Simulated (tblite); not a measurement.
Record of a relaxation.

Species: C5H6N3 (doublet state).
Atom-mapped SMILES: `[N:1]=[CH:2]/[C:3](=[CH:4]\[C:5]#[N:6])[CH2:7][NH2:8]` (hydrogens: H9 on C2; H10 on C4; H11, H12 on C7; H13, H14 on N8)
Bond orders are those of one Lewis drawing.

Computed with GFN2-xTB (tblite), gas phase: L-BFGS steps from a force-field or distance-geometry start until the largest atomic force falls under 0.01 eV/Å. 8 of its 140 geometries are shown.

Step 0: E = -606.7726 eV, largest atomic force 8.474 eV/Å
```
atom  x, y, z in Å  |  force x, y, z in eV/Å
N1     -0.210    2.431   -0.607    5.224  -6.672  -0.063
C2      0.678    1.292   -0.616   -4.978   5.157   0.621
C3      0.326    0.022    0.084   -0.238   2.131  -0.676
C4      1.172   -1.005    0.073    0.646  -1.162   0.188
C5      2.445   -1.037   -0.539    0.938   0.140  -0.624
N6      3.486   -1.056   -1.053   -1.413   0.000   0.739
C7     -1.004   -0.045    0.792   -0.033  -0.289   0.445
N8     -2.090   -0.263   -0.141   -0.399   0.135  -0.206
H9      1.652    1.364   -1.127   -0.691   0.049   0.268
H10     0.888   -1.933    0.590    0.203   0.355  -0.238
H11    -1.006   -0.875    1.516    0.100  -0.049  -0.248
H12    -1.188    0.858    1.381    0.368   0.445   0.005
H13    -2.178    0.550   -0.743    0.165  -0.030  -0.203
H14    -2.972   -0.305    0.366    0.108  -0.211  -0.008
```

Step 20: E = -608.0349 eV, largest atomic force 0.121 eV/Å
```
atom  x, y, z in Å  |  force x, y, z in eV/Å
N1     -0.090    2.300   -0.620   -0.020  -0.004   0.010
C2      0.609    1.294   -0.581    0.048  -0.007  -0.005
C3      0.305    0.028    0.118    0.075   0.029  -0.015
C4      1.163   -1.002    0.079   -0.003  -0.006   0.022
C5      2.413   -0.980   -0.569   -0.107   0.033   0.046
N6      3.443   -0.978   -1.074   -0.012   0.012  -0.020
C7     -1.020   -0.026    0.831    0.071  -0.005  -0.020
N8     -2.071   -0.234   -0.152    0.010   0.003   0.016
H9      1.582    1.264   -1.100   -0.030  -0.021   0.007
H10     0.923   -1.931    0.579    0.016  -0.025   0.012
H11    -1.034   -0.868    1.529   -0.003  -0.033  -0.027
H12    -1.125    0.911    1.407   -0.040   0.004  -0.048
H13    -2.131    0.568   -0.774    0.008   0.004   0.019
H14    -2.969   -0.346    0.304   -0.012   0.015   0.005
```

Step 40: E = -608.0383 eV, largest atomic force 0.035 eV/Å
```
atom  x, y, z in Å  |  force x, y, z in eV/Å
N1     -0.080    2.292   -0.608    0.006  -0.004   0.002
C2      0.615    1.284   -0.579   -0.022   0.000  -0.001
C3      0.310    0.023    0.129   -0.012  -0.002   0.013
C4      1.168   -1.007    0.104    0.001   0.002  -0.002
C5      2.402   -0.971   -0.567    0.032   0.001  -0.013
N6      3.412   -0.943   -1.111   -0.020  -0.008   0.012
C7     -1.019   -0.031    0.830   -0.006  -0.001   0.000
N8     -2.067   -0.229   -0.161    0.006   0.013   0.009
H9      1.578    1.242   -1.113    0.000  -0.004  -0.003
H10     0.939   -1.933    0.616    0.010   0.003  -0.004
H11    -1.043   -0.881    1.519    0.005   0.011  -0.005
H12    -1.133    0.905    1.404   -0.010  -0.017  -0.006
H13    -2.114    0.576   -0.779    0.002  -0.001   0.002
H14    -2.968   -0.328    0.293    0.008   0.007  -0.005
```

Step 60: E = -608.0389 eV, largest atomic force 0.014 eV/Å
```
atom  x, y, z in Å  |  force x, y, z in eV/Å
N1     -0.091    2.289   -0.602    0.000  -0.006  -0.002
C2      0.601    1.278   -0.584   -0.002  -0.001  -0.001
C3      0.309    0.020    0.134    0.000   0.001   0.007
C4      1.177   -1.002    0.116   -0.001  -0.003  -0.004
C5      2.407   -0.967   -0.562    0.010   0.000  -0.009
N6      3.413   -0.949   -1.116    0.000   0.005   0.006
C7     -1.020   -0.040    0.833   -0.006   0.001  -0.008
N8     -2.064   -0.217   -0.167   -0.008   0.002   0.002
H9      1.554    1.234   -1.137    0.004  -0.005   0.002
H10     0.960   -1.926    0.636   -0.001   0.003   0.006
H11    -1.050   -0.900    1.508    0.004   0.010  -0.009
H12    -1.133    0.887    1.421    0.003  -0.009  -0.001
H13    -2.093    0.591   -0.781    0.004   0.003   0.008
H14    -2.970   -0.299    0.281   -0.006   0.000   0.003
```

Step 79: E = -608.0746 eV, largest atomic force 0.567 eV/Å
```
atom  x, y, z in Å  |  force x, y, z in eV/Å
N1     -0.321    2.087   -0.822    0.208  -0.318  -0.103
C2      0.476    1.149   -0.762   -0.266   0.153   0.089
C3      0.292   -0.069    0.061   -0.140   0.149   0.004
C4      1.255   -0.994    0.175    0.036   0.019   0.018
C5      2.517   -0.888   -0.428    0.492  -0.033  -0.279
N6      3.559   -0.834   -0.915   -0.436   0.016   0.203
C7     -1.019   -0.172    0.776   -0.320   0.098   0.154
N8     -2.130    0.054   -0.145    0.118   0.010   0.255
H9      1.407    1.132   -1.340    0.108   0.089   0.007
H10     1.104   -1.885    0.772    0.010   0.008  -0.006
H11    -1.102   -1.171    1.217   -0.138   0.005  -0.059
H12    -1.022    0.564    1.615    0.095  -0.187  -0.192
H13    -1.992    0.974   -0.573   -0.051  -0.065  -0.032
H14    -3.024    0.051    0.347    0.284   0.056  -0.060
```

Step 99: E = -608.1693 eV, largest atomic force 0.159 eV/Å
```
atom  x, y, z in Å  |  force x, y, z in eV/Å
N1     -0.523    1.823   -1.179    0.032  -0.014  -0.001
C2      0.391    1.058   -0.860   -0.080   0.038   0.032
C3      0.255   -0.116    0.020   -0.018   0.012   0.036
C4      1.292   -0.938    0.244    0.078  -0.123  -0.063
C5      2.554   -0.795   -0.352    0.106  -0.001  -0.068
N6      3.588   -0.714   -0.846   -0.097   0.024   0.075
C7     -1.064   -0.314    0.713    0.080   0.023   0.056
N8     -2.175    0.246   -0.008   -0.089  -0.068  -0.058
H9      1.414    1.210   -1.226    0.025   0.016  -0.002
H10     1.179   -1.800    0.889    0.052  -0.036   0.014
H11    -1.225   -1.394    0.841   -0.076   0.037  -0.037
H12    -0.962    0.111    1.726    0.021   0.042   0.084
H13    -1.826    1.033   -0.601   -0.062   0.014  -0.071
H14    -2.897    0.588    0.615    0.029   0.037   0.004
```

Step 119: E = -608.1883 eV, largest atomic force 0.016 eV/Å
```
atom  x, y, z in Å  |  force x, y, z in eV/Å
N1     -0.541    1.754   -1.227   -0.011   0.004  -0.006
C2      0.393    1.065   -0.811    0.011   0.001  -0.004
C3      0.257   -0.130    0.044    0.008  -0.005   0.000
C4      1.278   -0.989    0.195   -0.006  -0.001   0.002
C5      2.543   -0.797   -0.385   -0.013  -0.001   0.009
N6      3.586   -0.648   -0.840    0.010  -0.003  -0.011
C7     -1.063   -0.301    0.743    0.004  -0.001  -0.004
N8     -2.187    0.230    0.009    0.001   0.008  -0.006
H9      1.432    1.292   -1.084   -0.002   0.004   0.007
H10     1.174   -1.890    0.787    0.004  -0.001  -0.002
H11    -1.239   -1.374    0.903    0.001  -0.003   0.010
H12    -0.958    0.161    1.740   -0.001   0.000   0.005
H13    -1.846    0.903   -0.713    0.002   0.002   0.000
H14    -2.830    0.723    0.618   -0.010  -0.004  -0.001
```

Step 139: E = -608.1899 eV, largest atomic force 0.007 eV/Å
```
atom  x, y, z in Å  |  force x, y, z in eV/Å
N1     -0.523    1.779   -1.194    0.002  -0.001   0.001
C2      0.409    1.089   -0.778    0.006  -0.002  -0.004
C3      0.264   -0.122    0.058    0.003  -0.001   0.001
C4      1.271   -1.002    0.180   -0.001   0.002   0.002
C5      2.530   -0.824   -0.417   -0.004   0.000  -0.001
N6      3.567   -0.689   -0.890    0.003   0.000   0.000
C7     -1.052   -0.271    0.763   -0.003   0.001   0.001
N8     -2.170    0.183   -0.029   -0.003   0.000  -0.001
H9      1.451    1.323   -1.034   -0.004   0.002   0.002
H10     1.157   -1.913    0.754    0.001   0.002  -0.002
H11    -1.212   -1.330    1.008   -0.001   0.002   0.005
H12    -0.964    0.275    1.720    0.000  -0.005   0.001
H13    -1.837    0.899   -0.712   -0.002   0.005  -0.004
H14    -2.889    0.604    0.548    0.005  -0.003   0.001
```

Task: Summarise the path.

Result: The energy falls by 136.74 kJ/mol from step 0 to step 139; nine tenths of that is first reached at step 75. It rises by more than 0.2 meV at steps 2, 72, 74, 76 and 78. The largest force goes from 8.474 to 0.007 eV/Å. Among the bonds N1=C2 changes most, from 1.444 to 1.232 Å; the atoms move by 0.523 Å rms after alignment.

The cost below is that of the whole relaxation. Time: 0.79 s of wall time. Hardware: AMD EPYC 7B13, one thread, no GPU, on a shared host.
